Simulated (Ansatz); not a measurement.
Consider the substitution at a C–Sn bond: `[CH3][SnH]([F])[CH2]Cl` + HI → `ClCI` + `[CH3][SnH2][F]`.

Computed with Ansatz on PBE0-D4/def2-TZVP structures; ΔE is electronic, products minus reactants. CCSD(T)/CBS is the MP2 limit (def2-TZVPP, def2-QZVPP) plus CCSD(T) − MP2 in def2-TZVPP, frozen cores. DFT in def2-TZVPP. B3LYP here is the variant with VWN-RPA as its local correlation; programs differ in this. Elements past krypton have def2 core potentials. For I, Sn outer-core shells are correlated without core-valence functions, which leaves a few kJ/mol of doubt a bond. Each species was taken in one conformer, which may not be the lowest.

`[CH3][SnH]([F])[CH2]Cl`:

```xyz
11

C     0.796    1.523    0.597
Sn   -0.320    0.275   -0.705
F     0.761    0.087   -2.300
C    -0.486   -1.736    0.035
Cl   -1.345   -1.673    1.599
H     0.376    1.474    1.601
H     1.829    1.175    0.619
H     0.770    2.553    0.242
H    -1.818    0.874   -1.257
H     0.493   -2.179    0.206
H    -1.057   -2.373   -0.637
```

HI:

Z-matrix (Å, degrees):
```
I
H 1 1.610
```

`ClCI`:

Cartesian coordinates in Å:
```
Cl -1.486 0.724 0.505
C 0.108 0.157 0.043
I 0.131 -1.837 -0.719
H 0.752 0.162 0.916
H 0.496 0.794 -0.745
```

`[CH3][SnH2][F]`:

```xyz
8

C     0.414    0.007   -1.089
Sn   -0.384   -0.145    0.873
F    -0.041    1.584    1.663
H    -0.107    0.794   -1.632
H     1.474    0.252   -1.028
H     0.294   -0.938   -1.622
H     0.432   -1.244    1.892
H    -2.081   -0.311    0.943
```

| level | ΔE (kcal/mol) | difference from CCSD(T)/CBS |
| --- | --- | --- |
| PBE-D4 | 8.6 | -1.6 |
| r2SCAN-D4 | 9.4 | -0.8 |
| PBE0-D4 | 9.4 | -0.8 |
| B3LYP-D4 | 9.2 | -1.0 |
| ωB97X-V | 10.0 | -0.2 |
| ωB97M-V | 10.2 | 0.0 |
| B2PLYP | 9.2 | -1.0 |
| PBE | 8.2 | -2.0 |
| r2SCAN | 9.2 | -1.0 |
| PBE0 | 8.9 | -1.3 |
| B3LYP | 8.6 | -1.6 |
| HF/def2-TZVPP | 9.6 | -0.6 |
| MP2/def2-TZVPP | 10.2 | 0.0 |
| SCS-MP2/def2-TZVPP | 9.6 | -0.6 |
| CCSD/def2-TZVPP | 10.8 | 0.6 |
| CCSD(T)/def2-TZVPP | 10.6 | 0.4 |
| HF/def2-QZVPP | 9.5 | -0.7 |
| MP2/def2-QZVPP | 9.9 | -0.3 |
| SCS-MP2/def2-QZVPP | 9.4 | -0.8 |
| HF/CBS(def2) | 9.4 | -0.8 |
| MP2/CBS(def2) | 9.8 | -0.4 |
| CCSD/CBS(def2) | 10.4 | 0.2 |
| CCSD(T)/CBS | 10.2 | 0 |

Largest T1 diagnostic among the species: 0.013.

From PBE to PBE0 (25 % exact exchange), in def2-TZVPP and without D4, ΔE moves by +0.8 kcal/mol.
